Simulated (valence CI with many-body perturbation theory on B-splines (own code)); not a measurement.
# Pb LXXV: electric-dipole lines

Calculated by configuration interaction combined with many-body perturbation theory (CI+MBPT): six valence electrons over a frozen Dirac-Fock core [He], a basis of 9 s, 9 p, 8 d, 6 f, 3 g, 1 h functions for each j, with the one-electron correlation potential Σ1 (screened to all orders), the two-electron term Σ2, the three-electron term Σ3, Breit, model QED; selected single and double excitations, second order for the rest, scaled by the run's own slope (own B-spline code, finite nucleus).

The last digits are not significant, and no measured levels were compared; by estimate large intervals hold to a few tenths of a per cent, small ones and those within an open d or f shell to about a per cent. Among the levels kept, up to 1900 cm⁻¹ of a level comes from second order outside the variational space, and about a tenth of that is noise between levels of different J, which matters for small intervals.

Lines 51 to 100 of 220 in falling wavelength, among levels below 109800 × 10³ cm⁻¹, chosen from the strongest by gf and those to the six lowest levels. Wavelengths and rates use the calculated energies. Electric multipoles are in the length gauge with retardation, E1 and E2 with the static RPA response of the core. Weak lines are less certain than strong ones. Lines between different terms over intervals too small for the method are left out, as are lines whose strength nearly cancels. The highest levels of a list are the least certain.

Levels are named by their leading jj configuration (3d3/2^4 stands for four electrons in 3d with j = 3/2), which in mixed levels can hold well under half, so a name can repeat and another be missing. Letters in brackets count levels of one name in rising energy.

| λ vac (nm) | Upper | Lower | A (s⁻¹) | S (a.u.) |
| --- | --- | --- | --- | --- |
| 3.631 | (2s^2 2p1/2^2 2p3/2 3d5/2) J=1 | (2s^2 2p1/2^2 2p3/2 3p3/2) J=1 | 1.31e+11 | 9.25e-03 |
| 3.523 | (2s 2p1/2^2 2p3/2^2 3p1/2) J=2 [a] | (2s^2 2p1/2 2p3/2^2 3p1/2) J=2 [b] | 9.30e+09 | 1.00e-03 |
| 3.517 | (2s 2p1/2^2 2p3/2^2 3p1/2) J=3 | (2s^2 2p1/2 2p3/2^2 3p1/2) J=2 [b] | 1.16e+10 | 1.75e-03 |
| 3.190 | (2s 2p1/2^2 2p3/2^2 3s) J=3 | (2s^2 2p1/2 2p3/2^2 3s) J=3 | 1.98e+10 | 2.22e-03 |
| 3.088 | (2s 2p1/2^2 2p3/2^2 3p1/2) J=2 [a] | (2s^2 2p1/2 2p3/2^2 3p1/2) J=3 | 6.00e+09 | 4.36e-04 |
| 3.083 | (2s 2p1/2^2 2p3/2^2 3p1/2) J=3 | (2s^2 2p1/2 2p3/2^2 3p1/2) J=3 | 2.22e+10 | 2.25e-03 |
| 3.067 | (2s 2p1/2^2 2p3/2^2 3p1/2) J=1 [a] | (2s^2 2p1/2 2p3/2^2 3p1/2) J=0 | 2.02e+10 | 8.64e-04 |
| 3.002 | (2s 2p1/2^2 2p3/2^2 3s) J=3 | (2s^2 2p1/2 2p3/2^2 3s) J=2 [a] | 1.93e+10 | 1.80e-03 |
| 2.999 | (2s 2p1/2^2 2p3/2^2 3s) J=2 [a] | (2s^2 2p1/2 2p3/2^2 3s) J=2 [b] | 1.67e+10 | 1.11e-03 |
| 2.969 | (2s 2p1/2^2 2p3/2^2 3p1/2) J=2 [a] | (2s^2 2p1/2 2p3/2^2 3p1/2) J=2 [a] | 2.56e+10 | 1.65e-03 |
| 2.964 | (2s 2p1/2^2 2p3/2^2 3p1/2) J=3 | (2s^2 2p1/2 2p3/2^2 3p1/2) J=2 [a] | 1.95e+10 | 1.76e-03 |
| 2.913 | (2s 2p1/2^2 2p3/2^2 3p1/2) J=2 [a] | (2s^2 2p1/2 2p3/2^2 3p1/2) J=1 [a] | 4.12e+10 | 2.52e-03 |
| 2.855 | (2s 2p1/2^2 2p3/2^2 3s) J=2 [a] | (2s^2 2p1/2 2p3/2^2 3s) J=1 [a] | 2.93e+10 | 1.68e-03 |
| 2.765 | (2s 2p1/2^2 2p3/2^2 3s) J=1 [a] | (2s^2 2p1/2 2p3/2^2 3s) J=1 [b] | 4.36e+10 | 1.36e-03 |
| 2.743 | (2s 2p1/2^2 2p3/2^2 3s) J=1 [a] | (2s^2 2p1/2 2p3/2^2 3s) J=0 | 8.98e+09 | 2.75e-04 |
| 2.688 | (2s 2p1/2^2 2p3/2^3) J=2 | (2s^2 2p1/2 2p3/2^3) J=2 | 5.12e+10 | 2.45e-03 |
| 2.684 | (2s 2p1/2^2 2p3/2^2 3p1/2) J=1 [a] | (2s^2 2p1/2 2p3/2^2 3p1/2) J=1 [b] | 5.24e+10 | 1.50e-03 |
| 2.678 | (2s 2p1/2^2 2p3/2^2 3p1/2) J=0 | (2s^2 2p1/2 2p3/2^2 3p1/2) J=1 [b] | 1.33e+11 | 1.26e-03 |
| 2.610 | (2s 2p1/2^2 2p3/2^2 3p1/2) J=1 [b] | (2s^2 2p1/2 2p3/2^2 3p1/2) J=2 [b] | 3.82e+10 | 1.01e-03 |
| 2.601 | (2s 2p1/2^2 2p3/2^2 3p1/2) J=2 [b] | (2s^2 2p1/2 2p3/2^2 3p1/2) J=2 [b] | 1.33e+10 | 5.80e-04 |
| 2.585 | (2s 2p1/2^2 2p3/2^3) J=2 | (2s^2 2p1/2 2p3/2^3) J=1 | 5.95e+10 | 2.54e-03 |
| 2.567 | (2s 2p1/2 2p3/2^4) J=1 | (2s^2 2p3/2^4) J=0 | 6.92e+10 | 1.73e-03 |
| 2.521 | (2s 2p1/2^2 2p3/2^2 3s) J=0 | (2s^2 2p1/2 2p3/2^2 3s) J=1 [b] | 8.42e+10 | 6.66e-04 |
| 2.410 | (2s 2p1/2^2 2p3/2^2 3s) J=1 [b] | (2s^2 2p1/2 2p3/2^2 3s) J=2 [b] | 5.01e+10 | 1.04e-03 |
| 2.356 | (2s 2p1/2^2 2p3/2^2 3p1/2) J=2 [b] | (2s^2 2p1/2 2p3/2^2 3p1/2) J=3 | 1.09e+11 | 3.52e-03 |
| 2.325 | (2s 2p1/2^2 2p3/2^2 3s) J=2 [b] | (2s^2 2p1/2 2p3/2^2 3s) J=3 | 8.13e+10 | 2.52e-03 |
| 2.316 | (2s 2p1/2^2 2p3/2^2 3s) J=1 [b] | (2s^2 2p1/2 2p3/2^2 3s) J=1 [a] | 1.85e+10 | 3.40e-04 |
| 2.293 | (2s 2p1/2^2 2p3/2^2 3p1/2) J=1 [b] | (2s^2 2p1/2 2p3/2^2 3p1/2) J=2 [a] | 4.60e+10 | 8.21e-04 |
| 2.286 | (2s 2p1/2^2 2p3/2^2 3p1/2) J=2 [b] | (2s^2 2p1/2 2p3/2^2 3p1/2) J=2 [a] | 1.64e+10 | 4.83e-04 |
| 2.259 | (2s 2p1/2^2 2p3/2^2 3p1/2) J=1 [b] | (2s^2 2p1/2 2p3/2^2 3p1/2) J=1 [a] | 2.20e+10 | 3.76e-04 |
| 2.257 | (2s 2p1/2^2 2p3/2^2 3s) J=1 [b] | (2s^2 2p1/2 2p3/2^2 3s) J=2 [a] | 5.91e+09 | 1.01e-04 |
| 2.224 | (2s 2p1/2^2 2p3/2^2 3s) J=2 [b] | (2s^2 2p1/2 2p3/2^2 3s) J=2 [a] | 1.66e+10 | 4.51e-04 |
| 2.218 | (2s 2p1/2^2 2p3/2^3) J=1 | (2s^2 2p1/2 2p3/2^3) J=2 | 1.49e+11 | 2.40e-03 |
| 2.198 | (2p1/2^2 2p3/2^4) J=0 | (2s 2p1/2 2p3/2^4) J=1 | 4.78e+11 | 2.50e-03 |
| 2.147 | (2s 2p1/2^2 2p3/2^3) J=1 | (2s^2 2p1/2 2p3/2^3) J=1 | 3.79e+10 | 5.55e-04 |
| 1.582 | (2s^2 2p1/2^2 2p3/2 3p3/2) J=1 | (2s^2 2p1/2^2 2p3/2 3s) J=1 | 3.30e+12 | 1.93e-02 |
| 1.579 | (2s^2 2p1/2^2 2p3/2 3d3/2) J=2 | (2s^2 2p1/2^2 2p3/2 3p1/2) J=2 | 1.38e+12 | 1.34e-02 |
| 1.577 | (2s^2 2p1/2^2 2p3/2 3d3/2) J=2 | (2s^2 2p1/2^2 2p3/2 3p1/2) J=1 | 1.42e+12 | 1.37e-02 |
| 1.563 | (2s^2 2p1/2^2 2p3/2 3p3/2) J=3 | (2s^2 2p1/2^2 2p3/2 3s) J=2 | 4.19e+12 | 5.53e-02 |
| 1.561 | (2s^2 2p1/2^2 2p3/2 3d3/2) J=3 | (2s^2 2p1/2^2 2p3/2 3p1/2) J=2 | 2.88e+12 | 3.78e-02 |
| 1.561 | (2s^2 2p1/2^2 2p3/2 3p3/2) J=1 | (2s^2 2p1/2^2 2p3/2 3s) J=2 | 7.26e+11 | 4.09e-03 |
| 1.552 | (2s^2 2p1/2^2 2p3/2 3d3/2) J=1 | (2s^2 2p1/2^2 2p3/2 3p1/2) J=2 | 5.19e+11 | 2.88e-03 |
| 1.551 | (2s^2 2p1/2^2 2p3/2 3d3/2) J=1 | (2s^2 2p1/2^2 2p3/2 3p1/2) J=1 | 2.43e+12 | 1.34e-02 |
| 1.540 | (2s^2 2p1/2^2 2p3/2 3d3/2) J=0 | (2s^2 2p1/2^2 2p3/2 3p1/2) J=1 | 3.02e+12 | 5.43e-03 |
| 1.517 | (2s^2 2p1/2^2 2p3/2 3p3/2) J=2 | (2s^2 2p1/2^2 2p3/2 3s) J=1 | 2.38e+12 | 2.05e-02 |
| 1.498 | (2s^2 2p1/2^2 2p3/2 3p3/2) J=2 | (2s^2 2p1/2^2 2p3/2 3s) J=2 | 2.35e+12 | 1.95e-02 |
| 1.462 | (2s^2 2p1/2^2 2p3/2 3p3/2) J=0 | (2s^2 2p1/2^2 2p3/2 3s) J=1 | 5.28e+12 | 8.16e-03 |
| 1.272 | (2s^2 2p1/2^2 2p3/2 3d5/2) J=3 | (2s^2 2p1/2^2 2p3/2 3p1/2) J=2 | 2.48e+10 | 1.77e-04 |
| 0.7139 | (2s^2 2p3/2^4) J=0 | (2s 2p1/2^2 2p3/2^3) J=1 | 1.66e+11 | 2.98e-05 |
| 0.5061 | (2s^2 2p1/2 2p3/2^2 3p1/2) J=2 [b] | (2s^2 2p1/2^2 2p3/2 3s) J=1 | 1.38e+11 | 4.42e-05 |
